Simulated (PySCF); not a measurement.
Delta-SCF ions had no search for a lower state. Excitations are Tamm–Dancoff values on a coarser integration grid. The basis has no diffuse functions, so Rydberg states are missing or too high.

Cartesian coordinates (Å):
```xyz
7

S     -0.2580     2.6764    -0.0803
In     0.1277     0.3377     0.0065
S     -1.7122    -1.1576    -0.1707
S      2.3610    -0.4219     0.2741
H     -1.5847     2.5447    -0.2197
H     -0.9591    -2.2605    -0.0624
H      2.0253    -1.7188     0.2525
```
Charge 0, spin multiplicity 1.

Problem. What HOMO, S1–T1 gap (TDA), vertical ionisation energy (Delta-SCF), dipole moment and T1 excitation (TDA) does PySCF 2.14.0 with CAM-B3LYP-D3(BJ)/def2-TZVP give?

Solution. 
The HOMO is -8.90 eV and the S1–T1 gap (TDA) is 0.36 eV. The vertical ionisation energy (Delta-SCF) comes out as 9.69 eV and the dipole moment is 1.45 D. The T1 excitation (TDA) is 4.45 eV.
